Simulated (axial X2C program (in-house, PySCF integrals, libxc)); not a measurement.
## Nuclear properties of IO⁻

Calculated with an in-house all-electron X2C program for linear molecules (integrals from PySCF): two-component X2C with atomic mean-field Coulomb and Gaunt terms, Gaussian nuclei, basis I dyall-acv3z, O dyall-av3z with contracted cores.

R = 1.925 Å (near the PBE0 minimum at charge -1 of the determinant lowest at the starting distance; the state shown can have its own minimum elsewhere).

Input and command:
```json
{"zs": [53, 8], "q": -1, "bas": ["dyall-acv3z", "dyall-av3z"], "r0": 1.96, "levels": ["PBE0", "HF", "B3LYP", "BP86", "TPSSh"], "nst": 3}
```
```bash
python soeom.py task.json out
```

Keys: zs atomic numbers; q charge; bas basis sets; r0 starting distance in Å; levels methods; nst determinants followed.

Determinant lowest in the PBE0 search, Ω = 0 (closed shell), highest spinor 47% O p, 38% I p, 9% I d:

```tsv
level	qzz I (a.u.)	qzz O (a.u.)
PBE0	10.75	3.05
HF	10.09	3.47
B3LYP	10.94	3.06
BP86	10.86	2.90
TPSSh	10.73	3.02
```

qzz is the electric field gradient, eQq0 = 234.96 MHz × Q/barn × qzz. The operators were transformed with the bare-nucleus X2C matrices; with these basis sets, hyperfine constants and field gradients can be off by tens of per cent, and where levels differ in sign neither size nor sign is settled.

Task: With Q(127I) = -0.68822 barn, Q(17O) = -0.02558 barn (Q from Pyykkö, Mol. Phys. 2018), turn the PBE0 values of the first state into constants in MHz.

Result: eQq0(127I) = 234.96 × (-0.68822) × (10.75) = -1740 MHz; eQq0(17O) = 234.96 × (-0.02558) × (3.05) = -18.3 MHz.

Each state is one determinant with collinear spin. For an anion, determinants above electron detachment, or with a positive highest level, are held by the basis set. The search compared states at one distance, so a state with another bond length can lie lower. Further determinants of the search, some of them spin-mixed, are not shown.
